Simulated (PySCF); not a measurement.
Dipole moment and polarisability of `CSc1occp1`

C₄H₅OPS.
SMILES with atom numbers: `[CH3:1][S:2][c:3]1[o:4][cH:5][cH:6][p:7]1` (hydrogens: H8, H9, H10 on C1; H11 on C5; H12 on C6)

Cartesian coordinates in Å at the GFN2-xTB level; atoms count from 1:
```
atom  x, y, z in Å
C1     2.5232   -0.0039   -0.1497
S2     1.4789    0.9999    0.9394
C3    -0.0750    0.3484    0.4885
O4    -1.1198    0.8821    1.1339
C5    -2.2677    0.3250    0.7266
C6    -2.1456   -0.6314   -0.2220
P7    -0.4535   -0.8829   -0.6687
H8     2.3976   -1.0542    0.0993
H9     2.2406    0.1769   -1.1833
H10    3.5477    0.3076    0.0244
H11   -3.1558    0.7024    1.2007
H12   -2.9695   -1.1703   -0.6506
```

Level: CAM-B3LYP/def2-SVPD (PySCF), static field, nuclei fixed, core orbitals frozen in the response. The polarisability tensor in these axes (au):

```
x   122.67   8.62   1.33
y     8.62  81.60  17.84
z     1.33  17.84  79.48
```

Question: Give the principal values, the mean and the anisotropy Δα = √{½[(α1 − α2)² + (α2 − α3)² + (α1 − α3)²]}.

Answer: Principal values 62.25, 96.49 and 125.00 au; mean 94.58 au = 14.02 Å³ = 15.59 × 10⁻⁴⁰ C²·m²/J; Δα = 54.42 au (58 % of the mean).

Question: What is the dipole moment, and where does it point?

Answer: (-0.02, -0.43, -0.41) D, 0.59 D in size, pointing from the negative to the positive side. Measured along this direction, the outermost atoms are S2 and O4 at the negative end and H12 at the positive end.

Question: Molar refractivity from α?

Answer: Lorentz–Lorenz: R = (4π/3)N_A α = 2.5225 cm³/(mol·Å³) × 14.02 Å³ = 35.4 cm³/mol, in the limit of long wavelengths.

Question: What would n − 1 = 2πNα be for an ideal gas of these molecules at 298.15 K and 1 atm, electronic part alone?

Answer: N = p/kT = 2.4615 × 10¹⁹ cm⁻³, so n − 1 = 2π × N × 14.02 × 10⁻²⁴ cm³ = 2168 × 10⁻⁶ at long wavelengths.

Question: Give the eigenvalues of the traceless quadrupole moment Θ = ½Σq(3rr − r²1), origin at the centre of nuclear charge.

Answer: -7.10, -7.07, 14.17 D·Å. The values depend on the origin, since the dipole doesn't vanish. The electronic extent ⟨r²⟩ about the same centre is 1052 bohr², a root-mean-square distance of 2.08 Å for the 68 electrons.

Geometry: GFN2-xTB, one conformer, isolated molecule.
